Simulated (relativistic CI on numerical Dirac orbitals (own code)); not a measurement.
**Er⁵²⁺: sensitivity of the levels to the model**

Base calculation: Dirac-Coulomb-Breit CI, KLI orbitals optimised for each configuration, a model potential for QED, unscaled Slater integrals.

Configurations in the expansion (outside the closed core [Ne]): 3s2.3p4, 3s.3p5, 3s2.3p3.3d, 3p6, 3s.3p4.3d, 3p5.3d, 3s.3p3.3d2, 3s2.3p2.3d.4p, 3p5.4s, 3s.3p3.3d.4s, 3s2.3p3.4s, 3p5.4p, 3s2.3p2.3d2, 3s2.3p.3d3, 3s.3p2.3d3, 3s2.3p.3d2.4s, 3p4.3d2, 3p3.3d3, 3p3.3d2.4s, 3s2.3p2.3d.4s, 3s.3p2.3d2.4s, 3s2.3p.3d.4s2. Double excitations out of closed p, d and f shells are left out; levels of such configurations are missing from the list, as are those of other unlisted configurations, and high levels can miss mixing partners.

Variants: (1) P86 correlation estimate; (2) QED terms removed; (3) configuration mixing switched off. Shifts of the energy above 3s2.3p4 3P_2, in eV, for the lowest level and the first level of each name with at least 55 % of one term (blank where a level changes its place among those of its configuration and J or its character, or is not in the variant):

```
           Level     Base    Δ(1)    Δ(2)     Δ(3)
    3s2.3p4 3P_2    0.000   0.000   0.000    0.000
    3s2.3p4 1S_0   17.819  +0.001  +0.003   +1.179
3s2.3p3.3d 3P°_0  218.173  +0.404  +0.596   -1.869
    3s2.3p4 3P_1  230.489  +0.003  -0.279   +1.091
    3s2.3p4 1D_2  239.473  +0.003  -0.277   +1.440
    3s.3p5 3P°_2  392.320  +0.270  +2.623  +11.264
3s2.3p2.3d2 3P_0  451.902  +0.697  +1.187   -2.338
    3s2.3p4 3P_0  476.604  +0.009  -0.520   +3.961
3s2.3p3.3d 3G°_5  501.541  +0.405  +0.163   -2.117
  3s.3p4.3d 3P_0  622.277  +0.637  +3.124   +9.103
    3s.3p5 3P°_0  625.818  +0.289  +2.085  +14.137
  3s.3p4.3d 5F_5  643.323  +0.627  +3.383   +0.943
```

At this charge energies of transitions that change n are usually good to better than 1 %, and those within a shell (Δn = 0) to a few per cent.

Ionisation energy from the two ground configurations alone: base 4866.5 eV; P86 correlation estimate 4868.49 eV. The NIST ASD value (theoretical) is 4866 eV.

LS names give the leading component of a level, which can be under half, so a name can repeat, a term be missing and a line seem to break the LS rules.
